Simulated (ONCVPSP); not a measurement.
## boron (B), ONCV: configuration errors across variants

boron (B), optimised norm-conserving Vanderbilt (ONCV), made with ONCVPSP 4.0.1 (LDA (Perdew-Wang 92), scalar-relativistic). Core [He], reference 2s1.5 2p1.5. Waves: 2s: rc 1.55 bohr, ncon 4, nbas 8, qcut 5 1/bohr, local; 2p: rc 2.60 bohr, ncon 4, nbas 8, qcut 4.1 1/bohr, 3 projectors, debl 1.3 Ha. Local part: the s channel. Core correction: none.

All-electron excitation energies from the reference (eV): (1) 2s2 2p1 -2.838; (2) 2s2 2p0 5.483; (3) 2s1 2p0 30.781; (4) 2s2 2p0.5 0.102.

Errors AE − PS in meV (a dash: test not solved or not reliable):

| change | (1) | (2) | (3) | (4) | bound ghosts | GHOST(+) flags above zero |
| --- | --- | --- | --- | --- | --- | --- |
| base | -1.9 | +106 | +365 | +21 | none | none |
| all radii scaled by about 0.77 (s 1.20, p 2.00 bohr) | -0.1 | +56 | +223 | +11 | none | none |
| all radii scaled by about 0.87 (s 1.34, p 2.26 bohr) | -0.8 | +74 | +278 | +15 | none | none |
| all radii scaled by about 1.12 (s 1.74, p 2.90 bohr) | -3.0 | +140 | +457 | +29 | none | none |
| all radii scaled by about 1.24 (s 1.92, p 3.22 bohr) | -4.7 | +184 | +577 | +38 | none | none |
| all radii scaled by about 1.33 (s 2.06, p 3.46 bohr) | -6.2 | +219 | +672 | +45 | none | none |

(1) Give the same row for: all radii scaled by about 1.04 (s 1.60, p 2.70 bohr).

## Answers

(1) -2.2, +116, +395, +24; bound ghosts: none; GHOST(+) flags above zero: none.
